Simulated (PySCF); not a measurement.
C3H2O, SMILES c1c(=O)c1.

Coordinates come from a B3LYP-D3(BJ)/def2-SVP optimisation.

These are TDDFT-LC-ωPBE/def2-SVPD (PySCF) values and carry that method's errors.

Vertical excitations.  State labels are in the subgroup C2v.

| state | symmetry | energy (eV) | λ (nm) | f | main pairs |
|---|---|---|---|---|---|
| S1 | B1 | 4.68 | 265 | 0.000 | HOMO→LUMO 95 % |
| S2 | A2 | 5.52 | 225 | 0.000 | HOMO→LUMO+4 94 % |
| S3 | B2 | 7.10 | 175 | 0.047 | HOMO−1→LUMO 89 % |
| S4 | B2 | 7.42 | 167 | 0.012 | HOMO→LUMO+3 55 %, HOMO→LUMO+1 36 % |
| S5 | A2 | 7.74 | 160 | 0.000 | HOMO−2→LUMO 88 % |
| S6 | B2 | 8.21 | 151 | 0.056 | HOMO→LUMO+1 53 %, HOMO→LUMO+3 39 % |
| S7 | A1 | 8.35 | 149 | 0.011 | HOMO→LUMO+2 84 % |
| S8 | A1 | 8.60 | 144 | 0.156 | HOMO−1→LUMO+4 75 % |
| S9 | B1 | 9.04 | 137 | 0.011 | HOMO−1→LUMO+1 62 %, HOMO−1→LUMO+3 31 % |
| S10 | A2 | 9.41 | 132 | 0.000 | HOMO→LUMO+5 96 % |
| T1 | B1 | 4.17 | 298 | 0 | HOMO→LUMO 93 % |
| T2 | B2 | 4.76 | 260 | 0 | HOMO−1→LUMO 85 % |
| T3 | A2 | 5.08 | 244 | 0 | HOMO→LUMO+4 93 % |
| T4 | A1 | 6.52 | 190 | 0 | HOMO−1→LUMO+4 89 % |
Triplets are in the Tamm–Dancoff approximation, which puts them higher than full response would, so one can lie above its singlet here.
